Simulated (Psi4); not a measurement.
Job for Psi4: SAPT0/jun-cc-pV(D+d)Z on H10Si3 (a complex), monomers drawn apart or pushed together.

```
memory 2025 MB

molecule dimer {
0 1
Si   -0.09559862    0.11065983   -0.15922207
H    -0.20768845   -1.14787797    0.61127498
H    -1.44791547    0.59387152   -0.51598119
H     0.68626272   -0.13495584   -1.39233219
H     0.59194405    1.12906298    0.66522949
--
0 1
Si    1.00502238   -0.99839611    6.33602219
Si   -0.68174358    0.63048637    6.31414401
H     0.41722171   -2.34760416    6.15463269
H     1.71425238   -0.96184440    7.63874250
H     1.99078978   -0.75840893    5.25619464
H    -1.52685684    0.50524289    5.10241407
H    -0.08886946    1.98933274    6.33794154
H    -1.55078081    0.47036379    7.50584899
units angstrom
symmetry c1
no_reorient
no_com
}

set {
  basis jun-cc-pV(D+d)Z
  scf_type df
  freeze_core true
}

energy('sapt0')
```

It printed:

```
[...]
==> Input File <==

--------------------------------------------------------------------------
memory 2025 MB

molecule dimer {
0 1
Si   -0.09559862    0.11065983   -0.15922207
H    -0.20768845   -1.14787797    0.61127498
H    -1.44791547    0.59387152   -0.51598119
H     0.68626272   -0.13495584   -1.39233219
H     0.59194405    1.12906298    0.66522949
--
0 1
Si    1.00502238   -0.99839611    6.33602219
Si   -0.68174358    0.63048637    6.31414401
H     0.41722171   -2.34760416    6.15463269
H     1.71425238   -0.96184440    7.63874250
H     1.99078978   -0.75840893    5.25619464
H    -1.52685684    0.50524289    5.10241407
H    -0.08886946    1.98933274    6.33794154
H    -1.55078081    0.47036379    7.50584899
units angstrom
symmetry c1
no_reorient
no_com
}

set {
  basis jun-cc-pV(D+d)Z
  scf_type df
  freeze_core true
}

energy('sapt0')
--------------------------------------------------------------------------


   => Loading Basis Set <=

    Name: JUN-CC-PV(D+D)Z
    Role: ORBITAL
    Keyword: BASIS
    atoms 1, 6-7    entry SI         line   566 file jun-cc-pv_dpd_z.gbs
    atoms 2-5, 8-13 entry H          line    60 file jun-cc-pv_dpd_z.gbs

   => Loading Basis Set <=

    Name: JUN-CC-PV(D+D)Z
    Role: ORBITAL
    Keyword: BASIS
    atoms 1, 6-7    entry SI         line   566 file jun-cc-pv_dpd_z.gbs
    atoms 2-5, 8-13 entry H          line    60 file jun-cc-pv_dpd_z.gbs


  //>>>>>>>>>>>>>>>>>>>>>>>>>>>>>>>>>>>//
  //              Dimer HF             //
  //<<<<<<<<<<<<<<<<<<<<<<<<<<<<<<<<<<<//

   => Libint2 <=

    Primary   basis highest AM E, G, H:  7, 6, 3
    Auxiliary basis highest AM E, G, H:  7, 7, 4
    Onebody   basis highest AM E, G, H:  -, -, -
    Solid Harmonics ordering:            Gaussian


   => Loading Basis Set <=

    Name: JUN-CC-PV(D+D)Z
    Role: ORBITAL
    Keyword: BASIS
    atoms 1, 6-7    entry SI         line   566 file jun-cc-pv_dpd_z.gbs
    atoms 2-5, 8-13 entry H          line    60 file jun-cc-pv_dpd_z.gbs


         ---------------------------------------------------------
                                   SCF
               by Justin Turney, Rob Parrish, Andy Simmonett
                          and Daniel G. A. Smith
                              RHF Reference
                        1 Threads,   1931 MiB Core
         ---------------------------------------------------------

  ==> Geometry <==

    Molecular point group: c1
    Full point group: C1

    Geometry (in Angstrom), charge = 0, multiplicity = 1:

       Center              X                  Y                   Z               Mass
    ------------   -----------------  -----------------  -----------------  -----------------
         SI          -0.095598620000     0.110659830000    -0.159222070000    27.976926534650
         H           -0.207688450000    -1.147877970000     0.611274980000     1.007825032230
         H           -1.447915470000     0.593871520000    -0.515981190000     1.007825032230
         H            0.686262720000    -0.134955840000    -1.392332190000     1.007825032230
         H            0.591944050000     1.129062980000     0.665229490000     1.007825032230
         SI           1.005022380000    -0.998396110000     6.336022190000    27.976926534650
         SI          -0.681743580000     0.630486370000     6.314144010000    27.976926534650
         H            0.417221710000    -2.347604160000     6.154632690000     1.007825032230
         H            1.714252380000    -0.961844400000     7.638742500000     1.007825032230
         H            1.990789780000    -0.758408930000     5.256194640000     1.007825032230
         H           -1.526856840000     0.505242890000     5.102414070000     1.007825032230
         H           -0.088869460000     1.989332740000     6.337941540000     1.007825032230
         H           -1.550780810000     0.470363790000     7.505848990000     1.007825032230

  Running in c1 symmetry.

  Rotational constants: A =      0.15857  B =      0.00673  C =      0.00650 [cm^-1]
  Rotational constants: A =   4753.78437  B =    201.87771  C =    194.96880 [MHz]
  Nuclear repulsion =  161.035736951519596

  Charge       = 0
  Multiplicity = 1
  Electrons    = 52
  Nalpha       = 26
  Nbeta        = 26

  ==> Algorithm <==

  SCF Algorithm Type is DF.
  DIIS enabled.
  MOM disabled.
  Fractional occupation disabled.
  Guess Type is SAD.
  Energy threshold   = 1.00e-08
  Density threshold  = 1.00e-08
  Integral threshold = 1.00e-12

  ==> Primary Basis <==

  Basis Set: JUN-CC-PV(D+D)Z
    Blend: JUN-CC-PV(D+D)Z
    Number of shells: 63
    Number of basis functions: 131
    Number of Cartesian functions: 137
    Spherical Harmonics?: true
    Max angular momentum: 2

   => Loading Basis Set <=

    Name: (JUN-CC-PV(D+D)Z AUX)
    Role: JKFIT
    Keyword: DF_BASIS_SCF
    atoms 1, 6-7    entry SI         line   506 file jun-cc-pvdz-jkfit.gbs
    atoms 2-5, 8-13 entry H          line    70 file jun-cc-pvdz-jkfit.gbs

  ==> Integral Setup
[...]
 2.166755   101A      2.184629
     102A      2.208383   103A      2.213317   104A      2.329039
     105A      2.330198   106A      2.334920   107A      2.335064
     108A      2.496389   109A      2.831541   110A      2.831683
     111A      2.833041   112A      3.328315   113A      3.328550
     114A      3.408832   115A      3.409331   116A      3.461216
     117A      3.478083   118A      3.478314   119A      3.501309
     120A      3.502250   121A      3.514141   122A      4.627518
     123A      6.643277   124A      6.643704   125A      6.714014
     126A      6.714099   127A      6.714270   128A     14.138349
     129A     14.141363   130A     14.146003   131A    103.593541

    Final Occupation by Irrep:
              A
    DOCC [    17 ]
    NA   [    17 ]
    NB   [    17 ]

  @DF-RHF Final Energy:  -581.35147113858818

   => Energetics <=

    Nuclear Repulsion Energy =             90.7334993858913634
    One-Electron Energy =                -986.2177164900167554
    Two-Electron Energy =                 314.1327459655371968
    Total Energy =                       -581.3514711385881810

Computation Completed


Properties will be evaluated at   0.000000,   0.000000,   0.000000 [a0]

Properties computed using the SCF density matrix


 Multipole Moments:

 ------------------------------------------------------------------------------------
     Multipole            Electronic (a.u.)      Nuclear  (a.u.)        Total (a.u.)
 ------------------------------------------------------------------------------------

 L = 1.  Multiply by 2.5417464519 to convert [e a0] to [Debye]
 Dipole X            :        -10.3519936           10.3588360            0.0068424
 Dipole Y            :         11.8154260          -11.8176942           -0.0022682
 Dipole Z            :       -406.4887605          406.4765014           -0.0122591
 Magnitude           :                                                    0.0142214

 ------------------------------------------------------------------------------------

  Constructing Basis Sets for SAPT...

   => Loading Basis Set <=

    Name: (JUN-CC-PV(D+D)Z AUX)
    Role: RIFIT
    Keyword: DF_BASIS_SAPT
    atoms 1, 6-7    entry SI         line   376 file jun-cc-pvdz-ri.gbs
    atoms 2-5, 8-13 entry H          line    30 file jun-cc-pvdz-ri.gbs

   => Loading Basis Set <=

    Name: (JUN-CC-PV(D+D)Z AUX)
    Role: JKFIT
    Keyword: DF_BASIS_ELST
    atoms 1, 6-7    entry SI         line   506 file jun-cc-pvdz-jkfit.gbs
    atoms 2-5, 8-13 entry H          line    70 file jun-cc-pvdz-jkfit.gbs


  //>>>>>>>>>>>>>>>>>>>>>>>>>>>>>>>>>>>//
  //               SAPT0               //
  //<<<<<<<<<<<<<<<<<<<<<<<<<<<<<<<<<<<//



        SAPT0
    Ed Hohenstein
     6 June 2009

      Orbital Information
  --------------------------
    NSO        =       131
    NMO        =       131
    NRI        =       395
    NRI (Elst) =       593
    NOCC A     =         9
    NOCC B     =        17
    FOCC A     =         5
    FOCC B     =        10
    NVIR A     =       122
    NVIR B     =       114

    Elst10,r            =    -0.000011937482 [Eh]
    Exch10              =     0.000002838810 [Eh]
    Exch10 (S^2)        =     0.000002838795 [Eh]

    Maxiter = 50
    CPHF R converge = 1.000000E-08

    Iter     Energy [mEh]          dE [mEh]         Residual      Time [s]
       1      -0.00029754       0.000297542     8.003774e-05             0
       2      -0.00036604       0.000068501     2.347632e-05             0
       3      -0.00036734       0.000001297     3.296263e-06             0
       4      -0.00036641      -0.000000933     3.165183e-07             0
       5      -0.00036650       0.000000095     5.936715e-08             0
       6      -0.00036649      -0.000000010     1.195549e-08             0
       7      -0.00036649       0.000000001     1.434354e-09             0

    CHF Iterations converged

    Maxiter = 50
    CPHF R converge = 1.000000E-08

    Iter     Energy [mEh]          dE [mEh]         Residual      Time [s]
       1      -0.00021163       0.000211634     6.227377e-05             0
       2      -0.00026542       0.000053786     1.443048e-05             0
       3      -0.00026426      -0.000001163     3.560479e-06             0
       4      -0.00026368      -0.000000578     5.144193e-07             0
       5      -0.00026378       0.000000106     1.199302e-07             0
       6      -0.00026378      -0.000000007     3.286580e-08             0
       7      -0.00026377      -0.000000002     6.199710e-09             0

    CHF Iterations converged

    Ind20,r (A<-B)      =    -0.000000366493 [Eh]
    Ind20,r (B<-A)      =    -0.000000263775 [Eh]
    Ind20,r             =    -0.000000630268 [Eh]
    Exch-Ind20,r (A<-B) =     0.000000059988 [Eh]
    Exch-Ind20,r (B<-A) =     0.000000116882 [Eh]
    Exch-Ind20,r        =     0.000000176870 [Eh]
    Disp20              =    -0.000150047267 [Eh]
    Disp20 (SS)         =    -0.000075023634 [Eh]
    Disp20 (OS)         =    -0.000075023634 [Eh]
    Exch-Disp20         =     0.000000239116 [Eh]
    Exch-Disp20 (SS)    =     0.000000154594 [Eh]
    Exch-Disp20 (OS)    =     0.000000084522 [Eh]

    SAPT Results
  --------------------------------------------------------------------------------------------------------
    Electrostatics                 -0.01193748 [mEh]      -0.00749088 [kcal/mol]      -0.03134185 [kJ/mol]
      Elst10,r                     -0.01193748 [mEh]      -0.00749088 [kcal/mol]      -0.03134185 [kJ/mol]

    Exchange                        0.00283881 [mEh]       0.00178138 [kcal/mol]       0.00745329 [kJ/mol]
      Exch10                        0.00283881 [mEh]       0.00178138 [kcal/mol]       0.00745329 [kJ/mol]
      Exch10(S^2)                   0.00283880 [mEh]       0.00178137 [kcal/mol]       0.00745326 [kJ/mol]

    Induction                      -0.00055484 [mEh]      -0.00034817 [kcal/mol]      -0.00145673 [kJ/mol]
      Ind20,r                      -0.00063027 [mEh]      -0.00039550 [kcal/mol]      -0.00165477 [kJ/mol]
      Exch-Ind20,r                  0.00017687 [mEh]       0.00011099 [kcal/mol]       0.00046437 [kJ/mol]
      delta HF,r (2)               -0.00010144 [mEh]      -0.00006365 [kcal/mol]      -0.00026633 [kJ/mol]

    Dispersion                     -0.14980815 [mEh]      -0.09400603 [kcal/mol]      -0.39332125 [kJ/mol]
      Disp20                       -0.15004727 [mEh]      -0.09415608 [kcal/mol]      -0.39394905 [kJ/mol]
      Exch-Disp20                   0.00023912 [mEh]       0.00015005 [kcal/mol]       0.00062780 [kJ/mol]
      Disp20 (SS)                  -0.07502363 [mEh]      -0.04707804 [kcal/mol]      -0.19697452 [kJ/mol]
      Disp20 (OS)                  -0.07502363 [mEh]      -0.04707804 [kcal/mol]      -0.19697452 [kJ/mol]
      Exch-Disp20 (SS)              0.00015459 [mEh]       0.00009701 [kcal/mol]       0.00040589 [kJ/mol]
      Exch-Disp20 (OS)              0.00008452 [mEh]       0.00005304 [kcal/mol]       0.00022191 [kJ/mol]

  Total HF                         -0.00965351 [mEh]      -0.00605767 [kcal/mol]      -0.02534529 [kJ/mol]
  Total SAPT0                      -0.15946166 [mEh]      -0.10006370 [kcal/mol]      -0.41866654 [kJ/mol]

  Special recipe for scaled SAPT0 (see Manual):
    Electrostatics sSAPT0          -0.01193748 [mEh]      -0.00749088 [kcal/mol]      -0.03134185 [kJ/mol]
    Exchange sSAPT0                 0.00283881 [mEh]       0.00178138 [kcal/mol]       0.00745329 [kJ/mol]
    Induction sSAPT0               -0.00055484 [mEh]      -0.00034817 [kcal/mol]      -0.00145673 [kJ/mol]
    Dispersion sSAPT0              -0.14980815 [mEh]      -0.09400603 [kcal/mol]      -0.39332125 [kJ/mol]
  Total sSAPT0                     -0.15946166 [mEh]      -0.10006370 [kcal/mol]      -0.41866654 [kJ/mol]
  --------------------------------------------------------------------------------------------------------



*** Psi4 exiting successfully. Buy a developer a beer!
```

The run finished.

Cost: around 16 core-seconds (rough).
